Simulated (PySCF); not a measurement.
A spin–spin coupling run with PySCF 2.14.0 with density-fitted response routines (density fitting, non-relativistic, gas phase) on `CC(C)(C)C(=O)Cl`, C$_{5}$H$_{9}$ClO:

```
$ OMP_NUM_THREADS=1 python probes_run.py task.json out

{"job": {"kind": "j", "xc": "B3LYP", "basis": "6-31G*"}, "charge": 0, "multiplicity": 1}
C      0.038567    -0.037571     0.652544
C     -0.156969    -1.401981     1.313308
C     -0.373020    -2.484074     0.249085
C      1.054581    -1.750165     2.186535
C     -1.393269    -1.308454     2.198817
O     -2.075572    -0.359064     2.371581
Cl    -1.790973    -2.849339     3.049124
H      0.175053     0.753422     1.403453
H      0.929891    -0.064535     0.008486
H     -0.829005     0.233850     0.034389
H      0.512964    -2.531035    -0.402080
H     -1.246084    -2.256241    -0.381181
H     -0.522155    -3.472053     0.705359
H      1.214943    -0.992534     2.968579
H      0.931690    -2.728570     2.670649
H      1.955597    -1.783735     1.555571
```

Hardware: 1 thread of an Arm Neoverse V1, shared host. The job also computes field gradients.

(1) How large is the calculation?

(2) How long does it take, and how much memory does it need?

(3) And these other runs on the same molecule and hardware: spin–spin coupling at B3LYP/def2-TZVP?

## Answers

(1) 64 electrons, 120 basis functions and 784 auxiliary functions.

(2) 15 s of wall time, with 14 SCF cycles; peak memory 0.78 GiB. Times on a shared host scatter by some tens of per cent.

(3) B3LYP/def2-TZVP: 277 functions, 59 s.
